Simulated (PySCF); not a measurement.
Compound: C3H11GaOSi.
Cartesian coordinates in Å at the PBE0-D3(BJ)/def2-SVP level; atoms count from 1:
```xyz
17
C3H11GaOSi angstrom
C     -2.8674   -0.1055   -0.1469
C     -1.8785    0.3327    0.9149
O     -0.5368    0.2730    0.5378
Ga     0.3220   -0.2700   -0.9326
C      2.2443   -0.0384   -0.6564
Si     2.7265    0.0283    1.1604
H     -2.7023   -1.1544   -0.4419
H     -2.7834    0.5163   -1.0531
H     -3.8996   -0.0192    0.2262
H     -2.0190   -0.2886    1.8204
H     -2.1111    1.3708    1.2214
H     -0.4679   -0.8335   -2.1587
H      2.7952   -0.8369   -1.1801
H      2.5413    0.9113   -1.1369
H      4.2190    0.0086    1.3077
H      2.2191    1.2755    1.8033
H      2.1914   -1.1578    1.8985
```

Method used: PBE0-D3(BJ)/def2-SVP geometry optimisation, gas phase (PySCF 2.14.0).

Masses are those of the commonest isotopes; rigid-rotor values at the optimised geometry. The values belong to one conformer with, in the numbering `[CH3:1][CH2:2][O:3][GaH:4][CH2:5][SiH3:6]`, C1–C2–O3–Ga4 -3°, C2–O3–Ga4–C5 -179°, O3–Ga4–C5–Si6 22°.

**Question.** What are A, B and C (cm⁻¹)?

**Answer.** Ia = 148.02, Ib = 495.29, Ic = 623.78 u·Å²; 505379 MHz·u·Å²/I gives 3414, 1020 and 810.2 MHz, that is A = 0.11389, B = 0.03404, C = 0.02702 cm⁻¹.

**Question.** What kind of rotor is it?

**Answer.** An asymmetric top. Ray's parameter κ = (2B − A − C)/(A − C) = -0.839; −1 is the prolate and +1 the oblate limit.

**Question.** What does the inertial defect say?

**Answer.** Not planar: Δ = Ic − Ia − Ib = -19.53 u·Å². For a rigid frame Δ = −2 Σ m c², so Σ m c² = 9.76 u·Å² lies off the ab plane: 8.16 from hydrogen and 1.60 from heavier atoms. The atom farthest from that plane is 1.43 Å away.

**Question.** Give the other two planar moments, Paa and Pbb, and the rms extents of the mass along the axes.

**Answer.** Paa = Σ m a² = (Ib + Ic − Ia)/2 = 485.52 and Pbb = Σ m b² = (Ia + Ic − Ib)/2 = 138.26 u·Å². With the mass M = 159.98 u, the rms extents √(P/M) along a, b and c are 1.74, 0.93, 0.25 Å.

**Question.** Which lines would a microwave search look for?

**Answer.** The dipole components are |μa| = 1.07 D, |μb| = 1.42 D, |μc| = 0.08 D. The squared components, which scale the intensities, stand as 0.56 : 1.00 : 0.00 (a : b : c). Some lines, for components of 0.1 D or more:

| type | branch | J(Ka,Kc) | MHz | lower level (cm⁻¹) |
| --- | --- | --- | --- | --- |
| a | R | 2(1,2) ← 1(1,1) | 3451 | 0.141 |
| a | R | 2(0,2) ← 1(0,1) | 3648 | 0.061 |
| a | R | 3(0,3) ← 2(0,2) | 5439 | 0.183 |
| a | R | 3(1,2) ← 2(1,1) | 5798 | 0.277 |
| a | R | 4(1,4) ← 3(1,3) | 6877 | 0.428 |
| a | R | 4(0,4) ← 3(0,3) | 7193 | 0.364 |
| a | R | 4(3,1) ← 3(3,0) | 7350 | 1.117 |
| b | R | 3(1,3) ← 2(0,2) | 7365 | 0.183 |
| a | R | 4(1,3) ← 3(1,2) | 7715 | 0.470 |
| b | R | 2(2,1) ← 1(1,0) | 11053 | 0.148 |
| b | R | 3(2,1) ← 2(1,2) | 13370 | 0.256 |
| b | R | 3(3,1) ← 2(2,0) | 17981 | 0.517 |
| b | R | 3(3,0) ← 2(2,1) | 17995 | 0.517 |
| b | R | 4(3,2) ← 3(2,1) | 19784 | 0.702 |
| b | R | 4(4,1) ← 3(3,0) | 24817 | 1.117 |

**Question.** Estimate the classical rotational partition function at 50 K, 100 K and 200 K.

**Answer.** Point group C1, symmetry number σ = 1; q = (√π/σ)·√((kT/h)³/(ABC)), k/h = 20836.6 MHz/K: 35500 at 50 K, 100000 at 100 K, 284000 at 200 K.

No PBE0-D3(BJ)/def2-SVP frequencies stand behind this structure, so it isn't proved a minimum. No vibrational averaging or centrifugal distortion is included, and the geometry carries the error of its method. A rigid rotor knows nothing of internal rotation, which can split or shift real lines. Quadrupole hyperfine structure (69Ga) is left out.

On an x86-64 server with one thread, on a shared host, this took 88 s of wall time. These figures are those of the optimisation.
